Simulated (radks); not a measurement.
Values are calculated unless marked as measured or tabulated.
Question: Ionisation of V, [Ar] 3d3 4s2, to V+, [Ar] 3d4, under several functionals. Non-relativistic Kohn-Sham, spin-polarised, spherical densities, point nucleus; open shells are filled with parallel spins first; a radial shooting solver on a logarithmic mesh with Libxc functionals. Known Delta-SCF values: exchange-only PBE 5.395 eV. What does exchange-only LDA give, and what is its highest occupied eigenvalue?

Answer: 5.029 eV by Delta-SCF; the 4s eigenvalue is -3.348 eV. NIST: 6.746 eV (measured).
